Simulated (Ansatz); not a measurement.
Start from `FB(F)[Si](F)(F)F` and change one atom or group to get `CO[Si](F)(F)F`.

Ansatz, PBE0-D4/def2-TZVP geometries, multiplicity 1. Each molecule was computed in one conformer, which needn't be the lowest.

```csv
property,`FB(F)[Si](F)(F)F`
LUMO energy (PBE0/def2-TZVPP) / eV,-1.90
HOMO energy (ωB97M-V/def2-TZVPP) / eV,-12.45
HOMO–LUMO gap (B3LYP/def2-TZVPP) / eV,7.88
LUMO energy (PBE/def2-TZVPP) / eV,-2.83
HOMO–LUMO gap (PBE/def2-TZVPP) / eV,5.76
HOMO energy (B3LYP/def2-TZVPP) / eV,-10.01
```

Give the same properties after the change, and the shifts. (An estimate is asked.)

Ansatz gave: 
```json
{"property": "LUMO energy (PBE0/def2-TZVPP) / eV", "`CO[Si](F)(F)F`": "0.77", "shift": "2.67"}
{"property": "HOMO energy (ωB97M-V/def2-TZVPP) / eV", "`CO[Si](F)(F)F`": "-11.85", "shift": "0.60"}
{"property": "HOMO–LUMO gap (B3LYP/def2-TZVPP) / eV", "`CO[Si](F)(F)F`": "9.58", "shift": "1.70"}
{"property": "LUMO energy (PBE/def2-TZVPP) / eV", "`CO[Si](F)(F)F`": "-0.22", "shift": "2.61"}
{"property": "HOMO–LUMO gap (PBE/def2-TZVPP) / eV", "`CO[Si](F)(F)F`": "7.52", "shift": "1.76"}
{"property": "HOMO energy (B3LYP/def2-TZVPP) / eV", "`CO[Si](F)(F)F`": "-9.17", "shift": "0.84"}
```

With PBE0 the HOMO rises by 0.80 eV and the LUMO rises by 2.67 eV, so the gap widens by about 1.87 eV. PBE moves the HOMO by 0.86 eV and ωB97M-V by 0.60 eV.

B3LYP here is the variant with VWN-RPA as its local correlation; programs differ in this.
